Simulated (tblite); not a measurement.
Species: CH4Cl3N2Si2 (doublet state).
SMILES with atom numbers: `[Cl:1][C:2]([Cl:3])([Cl:4])[Si@H:5]1[N:6][SiH2:7][NH:8]1` (hydrogens: H9 on Si5; H10, H11 on Si7; H12 on N8)

Geometry (GFN2-xTB, Å), atoms numbered from 1 in this order:
```
atom  x, y, z in Å
Cl1    2.4481    2.2504    0.5112
C2     1.8589    0.7067   -0.1212
Cl3    1.6857    0.8321   -1.8758
Cl4    3.0664   -0.5456    0.2407
Si5    0.2018    0.2287    0.7338
N6    -1.1659    1.0312    0.1097
Si7   -2.1602   -0.3441   -0.2311
N8    -0.5922   -1.1780    0.0052
H9     0.5018   -0.0583    2.1250
H10   -3.0138   -0.8377    0.8329
H11   -2.6667   -0.4244   -1.5884
H12   -0.1628   -1.6616   -0.7681
```

Computed with GFN2-xTB (tblite): harmonic, unscaled wavenumbers at the GFN2-xTB geometry, gas phase. Against measured fundamentals such values can be off by several per cent, at times by over 20. Modes of hydrogen on silicon can be 10 to 20 % off. One conformer, not necessarily the lowest. Open shells enter through the occupations alone, without spin polarisation, and single modes of such species can be off by tens of per cent.

Harmonic wavenumbers (cm⁻¹): 25.4, 64.0, 78.3, 138.6, 156.7, 177.4, 242.4, 243.7, 304.6, 391.0, 408.7, 447.8, 490.1, 537.2, 574.8, 593.6, 632.5, 642.5, 685.5, 715.6, 750.6, 775.9, 848.6, 881.6, 963.6, 1034.4, 2346.0, 2357.9, 2363.1, 3452.4.

A = 1482, B = 580.5, C = 562.5 MHz; mass 204.898 u (most abundant isotopes); point group C1, symmetry number 1; spin multiplicity 2.

What is the zero-point energy?

½Σν̃ = 11662 cm⁻¹ = 33.34 kcal/mol.

Give the ideal-gas entropy at 298.15 K and 1 bar in the rigid-rotor, harmonic-oscillator model (classical rotation).

Translation 41.88, rotation 30.87, vibration 34.47, spin (R ln 2) 1.38: S = 108.6 cal/(mol K).

And Cp and H(298.15 K) − H(0)?

Cp = 40.50 cal/(mol K), of which vibrations give 32.55 (their classical limit is 30 R = 59.6); H(298.15 K) − H(0) = 7.58 kcal/mol without the zero-point energy, 5.21 from vibrations.

Blend soft modes into free rotors: weight 1/[1 + (100 cm⁻¹/ν̃)⁴] for the oscillator and the rest for a rotor with moment μB/(μ + B), μ = h/(8π²ν), B = 10⁻⁴⁴ kg m². What vibrational entropy results?

30.97 cal/(mol K) in place of 34.47, which changes −T·S at 298.15 K by +1.04 kcal/mol.

How do the functions run with temperature in this model?

```json
{"T (K)": "50", "S (cal/(mol K))": "64.8", "Cp (cal/(mol K))": "14.3", "H − H(0) (kcal/mol)": "0.54", "G − H(0) (kcal/mol)": "-2.70", "ln q(vib)": "0.98"}
{"T (K)": "100", "S (cal/(mol K))": "76.6", "Cp (cal/(mol K))": "20.4", "H − H(0) (kcal/mol)": "1.41", "G − H(0) (kcal/mol)": "-6.25", "ln q(vib)": "2.51"}
{"T (K)": "373.15", "S (cal/(mol K))": "118.2", "Cp (cal/(mol K))": "45.3", "H − H(0) (kcal/mol)": "10.81", "G − H(0) (kcal/mol)": "-33.31", "ln q(vib)": "10.72"}
{"T (K)": "500", "S (cal/(mol K))": "132.3", "Cp (cal/(mol K))": "50.6", "H − H(0) (kcal/mol)": "16.92", "G − H(0) (kcal/mol)": "-49.23", "ln q(vib)": "14.17"}
{"T (K)": "750", "S (cal/(mol K))": "154.1", "Cp (cal/(mol K))": "56.4", "H − H(0) (kcal/mol)": "30.39", "G − H(0) (kcal/mol)": "-85.16", "ln q(vib)": "20.14"}
{"T (K)": "1000", "S (cal/(mol K))": "170.8", "Cp (cal/(mol K))": "59.7", "H − H(0) (kcal/mol)": "44.94", "G − H(0) (kcal/mol)": "-125.84", "ln q(vib)": "25.18"}
```

q(vib) and H(0) count from the zero-point level.

Which modes carry the vibrational entropy at 298.15 K?

25.4 cm⁻¹: 6.16; 64.0 cm⁻¹: 4.33; 78.3 cm⁻¹: 3.93; 138.6 cm⁻¹: 2.82; 156.7 cm⁻¹: 2.59; 177.4 cm⁻¹: 2.36 cal/(mol K); the other 24 give 12.28 together.

What must be added to the electronic energy to get the Gibbs energy at 298.15 K and 1 bar?

ZPE + [H(298.15 K) − H(0)] − T·S = 33.34 + 7.58 − 32.38 = 8.54 kcal/mol.

Hindered rotation and anharmonicity are outside this model. Other conformers, if any are populated, would add a mixing term that is left out. The structure is chiral; the term R ln 2 for an equal mix with its mirror image is left out.
